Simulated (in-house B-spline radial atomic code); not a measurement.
Ionising Sb³⁺ with different functionals

Computed with a radial B-spline atomic code at the basis-set limit: four-component Dirac-Coulomb Hamiltonian, Fermi nucleus of rms radius 4.6802 fm, spin-restricted, spherical fractional occupations for the functionals, and exact exchange of hybrids averaged over the configuration. The ionisation energy is the difference of two self-consistent energies, [Kr] 4d10 5s2 → [Kr] 4d10 5s1, without Breit or QED terms; ε is the level of the shell that loses the electron (mean over j).

```tsv
method	rung	ΔSCF (eV)	-ε(5s) (eV)
PBE0	global hybrid	43.83	39.89
HSE06	range-separated hybrid	43.90	39.56
CAM-B3LYP	range-separated hybrid	44.14	41.55
wB97X	range-separated hybrid	43.83	42.46
```

(1) Among the functionals, which spreads more, the ΔSCF values or the orbital energies?

(2) How do they compare with the NIST value?

Answers

(1) The orbital energies: ΔSCF values span about 0.31 eV and the orbital energies 2.90 eV; here energy differences depend much less on the functional than eigenvalues do.

(2) NIST lists 43.80 eV ± 0.025 (measured, ground level to ground level). Errors run from +0.03 to +0.34 eV; PBE0 is closest (+0.03 eV), though others lie within the uncertainty of it, and part of that can be cancellation, since the calculations leave out Breit-QED terms, spin polarisation.
